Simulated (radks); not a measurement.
Results of a calculation; reference values are marked as such.
Q: The zinc ion Zn2+, [Ar] 3d10. Level of theory: non-relativistic Kohn-Sham, LDA (Slater exchange, Perdew-Wang correlation), spin-polarised, spherical densities, point nucleus (a radial shooting solver on a logarithmic mesh with Libxc functionals). Every spin shell is full or empty, so the densities are truly spherical. Functionals are evaluated on that one density, not self-consistently. Rank these exchange functionals by their error against the exact value of the orbitals, and give that value: LDA, revPBE, PW91, PW86, WC, B86b, G96, TPSS, revTPSS, MS2.

A: Exact: -69.0900 hartree. From best to worst, with 100 (|E| - |E exact|)/|E exact| (equal figures are ties): revPBE +0.06, MS2 -0.15, TPSS +0.24, PW91 +0.27, B86b +0.34, PW86 +0.40, revTPSS -0.50, G96 +0.56, WC -0.81, LDA -5.75.
